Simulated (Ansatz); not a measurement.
`[SH][Sn][Cl]` + H₂S → `[SH][Sn][SH]` + HCl  (ligand exchange at the Sn–Cl bond)

Calculated with Ansatz (gas phase, PBE0-D4/def2-TZVP geometries, no zero-point term in ΔE). CCSD(T)/CBS adds triple-zeta CCSD(T) − MP2 to the extrapolated MP2 energy (def2 sets, frozen cores). This one scheme is used for every species. DFT in def2-TZVPP. B3LYP here is the variant with VWN-RPA as its local correlation; programs differ in this. Elements past krypton have def2 core potentials. For Sn outer-core shells are correlated without core-valence functions, which leaves a few kJ/mol of doubt a bond. One conformer a species, not always the lowest.

`[SH][Sn][Cl]`:

```xyz
4

S    -1.522   -0.274   -0.250
Sn    0.424   -1.025    0.992
Cl    1.941    0.587    0.120
H    -0.843    0.712   -0.862
```

H₂S:

Z-matrix (Å, degrees):
```
S
H 1 1.341
H 1 1.341 2 92.3
```

`[SH][Sn][SH]`:

Cartesian coordinates in Å:
```
S -1.017 0.333 -0.994
Sn 0.222 0.948 1.005
S 1.539 -1.097 1.049
H -1.740 1.465 -1.011
H 0.995 -1.649 -0.048
```

HCl:

Z-matrix (Å, degrees):
```
Cl
H 1 1.279
```

```tsv
level	ΔE (kJ/mol)	difference from CCSD(T)/CBS
PBE-D4	29.5	-1.9
r2SCAN-D4	32.3	0.9
PBE0-D4	30.5	-0.9
B3LYP-D4	34.7	3.3
ωB97X-V	36.9	5.5
ωB97M-V	35.4	4.0
B2PLYP	34.7	3.3
PBE	31.3	-0.1
r2SCAN	32.7	1.3
PBE0	32.1	0.7
B3LYP	37.7	6.3
HF/def2-TZVPP	43.6	12.2
MP2/def2-TZVPP	28.6	-2.8
SCS-MP2/def2-TZVPP	32.1	0.7
CCSD/def2-TZVPP	31.9	0.5
CCSD(T)/def2-TZVPP	29.5	-1.9
HF/def2-QZVPP	44.3	12.9
MP2/def2-QZVPP	29.9	-1.5
SCS-MP2/def2-QZVPP	33.2	1.8
HF/CBS(def2)	44.4	13.0
MP2/CBS(def2)	30.5	-0.9
CCSD/CBS(def2)	33.8	2.4
CCSD(T)/CBS	31.4	0
```

Largest T1 diagnostic among the species: 0.016.

In def2-TZVPP, CCSD(T) changes the Hartree–Fock value by −14.1 kJ/mol (the triples alone add −2.4 kJ/mol) and MP2 by −15.0 kJ/mol.
